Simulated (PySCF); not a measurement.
PySCF job for CHS2, SMILES S=C=[SH+], charge +1, KT2/pcSseg-2. Geometry optimised at B3LYP-D3(BJ)/def2-TZVP. The isomer is the one that the SMILES or the coordinates give; other isomers of the formula were not compared.

```python
import numpy as np
from pyscf import gto, scf, dft
from pyscf.prop.nmr import rks as nmr

mol = gto.M(
    atom='''
    S     0.00030707    1.60292902    0.00000000
    C     0.02238299    0.10174525    0.00000000
    S    -0.08737882   -1.53356674    0.00000000
    H     1.25885008   -1.72026804    0.00000000
    ''',
    basis='pcSseg-2',
    charge=1,
    spin=0,
    max_memory=1600,
    verbose=3,
)
mf = dft.RKS(mol, xc='kt2')
mf.grids.level = 3
mf.conv_tol = 1e-10
mf.max_cycle = 100
mf.kernel()
n = nmr.NMR(mf)
n.verbose = 2
n.max_cycle_cphf = 60
sigma = n.kernel()
print('atom   isotropic/ppm   span/ppm')
for i, s in enumerate(sigma):
    w = np.linalg.eigvalsh((s + s.T) / 2)
    print(f'{mol.atom_symbol(i):2s}{i + 1:3d} {w.mean():14.3f} {w[2] - w[0]:11.3f}')
```

Log of the run:

```
converged SCF energy = -841.757565279387
atom   isotropic/ppm   span/ppm
S   1        263.445     781.438
C   2        -14.555     409.362
S   3        492.886     696.453
H   4         24.803      13.150
```

The calculation finished and met its thresholds.
